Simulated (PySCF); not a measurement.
C3H3F3, SMILES C=C(F)C(F)F.

Geometry optimised at PBE0-D3(BJ)/def2-SVP. One conformer was computed; it need not be the lowest.

All values below come from TDA-PBE/def2-SVPD (PySCF).

Vertical excitations. Isolated molecule, no solvent.

```
state  energy (eV)  λ (nm)      f                                                            main pairs
-----  -----------  ------  -----  --------------------------------------------------------------------
S1            6.92     179  0.024                                                      HOMO−1→LUMO 92 %
S2            7.11     174  0.085                                      HOMO→LUMO+1 69 %, HOMO→LUMO 20 %
S3            7.52     165  0.085  HOMO→LUMO+2 56 %, HOMO→LUMO 18 %, HOMO→LUMO+1 12 %, HOMO→LUMO+3 10 %
S4            7.64     162  0.119  HOMO→LUMO+2 42 %, HOMO→LUMO+3 24 %, HOMO→LUMO 18 %, HOMO→LUMO+1 11 %
S5            8.02     155  0.100                                      HOMO→LUMO+3 61 %, HOMO→LUMO 21 %
S6            8.25     150  0.014                                                      HOMO−2→LUMO 97 %
S7            8.43     147  0.004                                                      HOMO−3→LUMO 96 %
S8            8.51     146  0.010                                                      HOMO→LUMO+4 91 %
S9            8.57     145  0.018                                                    HOMO−1→LUMO+1 97 %
S10           8.73     142  0.012                                                      HOMO−4→LUMO 88 %
T1            4.41     281      0                                                        HOMO→LUMO 98 %
T2            6.55     189      0                                                     HOMO−1→LUMO 100 %
T3            7.07     175      0                                                      HOMO→LUMO+1 99 %
T4            7.31     170      0                                                      HOMO→LUMO+2 98 %
```
Triplets are in the Tamm–Dancoff approximation.
